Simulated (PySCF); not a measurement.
CH3Be, SMILES [CH3][Be], multiplicity 2. Coordinates come from a PBE-D3(BJ)/def2-TZVPD optimisation. The multiplicity is an assumed one; other spin states were not compared. The isomer is the one that the SMILES or the coordinates give; other isomers of the formula were not compared.

Method: PBE-D3(BJ)/def2-TZVPD run with PySCF 2.14.0.

Harmonic wavenumbers (cm⁻¹): 542, 542, 856, 1162, 1379, 1379, 2943, 3022, 3022. Rotational constants (GHz): 158.8, 25.75, 25.75; symmetry number 3.

### Question
Work out the zero-point energy and the ideal-gas rigid-rotor harmonic-oscillator thermochemistry at 298.15 K and 1 atm.

### Answer
ZPE = ½ Σ hcν = ½ × 14847 cm⁻¹ = 88.81 kJ/mol. H − E(el) = 100.01 kJ/mol. Entropy in J/(mol K): translation 148.41, rotation 68.95, vibration 5.76, spin 5.76, total 228.88. G − E(el) = 31.77 kJ/mol. Cp = 47.22 J/(mol K).
